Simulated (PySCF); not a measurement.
A structure optimised at GFN2-xTB (Å):
```
atom  x, y, z in Å
N1    -2.4567   -1.4722   -0.6512
C2    -1.5213   -0.9544   -0.2436
Si3   -0.0176   -0.1068    0.4701
N4     0.0534    1.4270   -0.2859
C5     1.4745   -1.0438   -0.1501
N6     2.3998   -1.6197   -0.4985
H7    -0.0659   -0.2193    1.9319
H8    -0.7547    2.0266   -0.3244
H9     0.9020    1.9687   -0.2735
```

Neutral, closed shell.

Which heavy atoms are bonded, and with what formal order?

N1–C2 1.14 Å (triple); C2–Si3 1.87 Å (single); Si3–N4 1.71 Å (single); Si3–C5 1.87 Å (single); C5–N6 1.14 Å (triple). Bonds to hydrogen (Å): Si3–H7 1.47; N4–H8 1.01; N4–H9 1.01.

Which species is it?

`N#C[SiH](N)C#N`, C2H3N3Si. Among its features: cyano group on a heteroatom, Si–H bond and C–Si bond.

What is the point group of this geometry?

Cs (every atom within 0.08 Å of its image).

Describe the place of each heavy atom.

N1/N6: cyano nitrogen; C2/C5: cyano carbon; Si3: SiH silicon; N4: silicon-bound nitrogen.

What is the arrangement about C2?

It has 2 neighbours (N1, Si3) and is linear (angle 178.4°).

What is the arrangement about Si3?

It has 4 neighbours (C2, N4, C5, H7) and is distorted tetrahedral (angles from 105.7° to 120.7°).

These are computed values.
